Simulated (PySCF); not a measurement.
# Core-level binding energies of AsMe2(iPr)

Compound: AsMe2(iPr), C5H13As.
Bonds: As1–C2, As1–C6, As1–C10, C10–C11, C10–C12. Hydrogens: H3, H4, H5 on C2; H7, H8, H9 on C6; H13 on C10; H14, H15, H16 on C11; H17, H18, H19 on C12.

Computed, not measured: delta-SCF UKS SCAN, pcX-2 on the ionised atom, pcseg-1 elsewhere, spin-free X2C in PySCF 2.14.0. These are vertical core ionisation energies against the vacuum level, from separate self-consistent calculations with and without the core hole.

What binding energy does each computed site have?

```
atom(s)                     environment  level  binding energy (eV)  above the level's lowest (eV)  count
  C2/C6     carbon bonded to As and 3 H   C 1s               290.06                           0.00      2
    C10  carbon bonded to As, 2 C and H   C 1s               290.08                          +0.02      1
C11/C12      carbon bonded to C and 3 H   C 1s               290.41                          +0.35      2
```

Lowest listed C 1s: C2/C6, bonded to 3 H and As. Highest, 0.35 eV above it: C11/C12, bonded to C and 3 H. The widest gap between neighbouring values is 0.33 eV, between 290.08 and 290.41 eV. The values 290.06 and 290.08 eV lie too close for their order to be trusted.

Express the binding energy of C 1s of C2/C6 in atomic units and per mole.

290.06 eV = 10.6595 Eh = 27987 kJ/mol.

Which photon energy gives electrons from C 1s of C2/C6 a kinetic energy of 20 eV, and what is their de Broglie wavelength?

hν = 290.06 + 20 = 310.06 eV, recoil neglected; λ = 12.264 Å/√(E/eV) = 2.74 Å.

The first atom of each set that the bonding makes equivalent was ionised and stands for the set. No level of arsenic is listed. One conformer (not necessarily the lowest) at the PBE0-D3(BJ)/def2-SVP geometry, without solvent, vibrations or thermal averaging.
